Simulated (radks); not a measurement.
Results of a calculation; reference values are marked as such.
Problem. The mean radii <r> (bohr) of the occupied orbitals of an atom or ion are listed with their occupations. Level of theory: scalar-relativistic Kohn-Sham, r2SCAN, spin-polarised, spherical densities, finite nucleus; meta-GGA in the generalised Kohn-Sham scheme; Fermi nuclear charge, rms radius of each element as measured or else 0.836 A^(1/3) + 0.57 fm (a radial shooting solver on a logarithmic mesh with Libxc functionals).

| orbital | occ. | <r> |
|---|---|---|
| 1s | 2 | 0.03707 |
| 2s | 2 | 0.1625 |
| 2p | 6 | 0.1417 |
| 3s | 2 | 0.4573 |
| 3p | 6 | 0.4614 |
| 3d | 10 | 0.4525 |
| 4s | 2 | 1.217 |
| 4p | 6 | 1.365 |
| 4d | 2 | 1.996 |

Name the element and its charge.

Solution. Z = 40, zirconium, charge +2: Zr2+ in [Kr] 4d(up 1, down 1) 5s(up 0, down 0). The 1s radius gives Z: for a bare nucleus <r> = (2 gamma + 1)/(2Z) with gamma = sqrt(1 - (Z/c)^2), 0.03641 bohr for Z = 40, and screening makes it slightly larger (0.03707 here). The occupations add up to 38, and the charge is Z minus that.
